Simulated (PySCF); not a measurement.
An unknown gives this computed stick spectrum. Method used: PySCF 2.14.0, density-fitted response routines, TDDFT PBE0/def2-SVPD, vertical, gas phase, core orbitals frozen in the response. Geometries: GFN2-xTB, one conformer each.

```json
{"state": "S1", "E (eV)": "5.70", "f": "0.0053", "main configurations (H = HOMO, L = LUMO)": "H→L (56%), H→L+2 (35%)"}
{"state": "S2", "E (eV)": "6.09", "f": "0.030", "main configurations (H = HOMO, L = LUMO)": "H→L+1 (80%), H→L (16%)"}
{"state": "S3", "E (eV)": "6.54", "f": "0.016", "main configurations (H = HOMO, L = LUMO)": "H→L+2 (54%), H→L (24%), H→L+1 (12%)"}
{"state": "S4", "E (eV)": "6.87", "f": "0.0074", "main configurations (H = HOMO, L = LUMO)": "H→L+3 (89%)"}
{"state": "S5", "E (eV)": "7.20", "f": "0.014", "main configurations (H = HOMO, L = LUMO)": "H→L+4 (89%)"}
{"state": "S6", "E (eV)": "7.64", "f": "0.028", "main configurations (H = HOMO, L = LUMO)": "H→L+5 (83%)"}
```

Triplets computed (Tamm–Dancoff): 5.24, 5.66 eV.

Problem. Which structure fits?
A. `CC[C@H](S)C(C)C`
B. `CS[SiH2]/C=C/[SiH3]`
C. `C=CCC=C=S`

Solution. A. Its S1, at 5.70 eV, is the highest among the candidates; the nearest of the others has S1 at 4.51 eV. S1 is HOMO→LUMO (56%), HOMO→LUMO+2 (35%). Löwdin shares by element: HOMO sulfur 73%, carbon 8% or more, hydrogen 6% or more; LUMO sulfur 26%, carbon 15% or more, hydrogen 9% or more (atoms not listed hold the other 50%). At the same level the other candidates give, for their lowest levels:
- `CS[SiH2]/C=C/[SiH3]`: 4.51 eV (f 0.025); 5.71 eV (f 0.003); 5.75 eV (f 0.008); 6.22 eV (f 0.227); 6.29 eV (f 0.010); T1 4.03 eV; HOMO -6.75, LUMO -1.16 eV
- `C=CCC=C=S`: 2.42 eV (f 0.000); 4.76 eV (f 0.012); 5.31 eV (f 0.148); 5.79 eV (f 0.005); 5.85 eV (f 0.000); T1 2.05 eV; HOMO -6.39, LUMO -2.19 eV

The values belong to the conformer `[CH3:1][CH2:2][C@H:3]([SH:4])[CH:5]([CH3:6])[CH3:7]`: C1–C2–C3–S4 -169°, C2–C3–C5–C6 65°, H–S4–C3–C2 -53°.
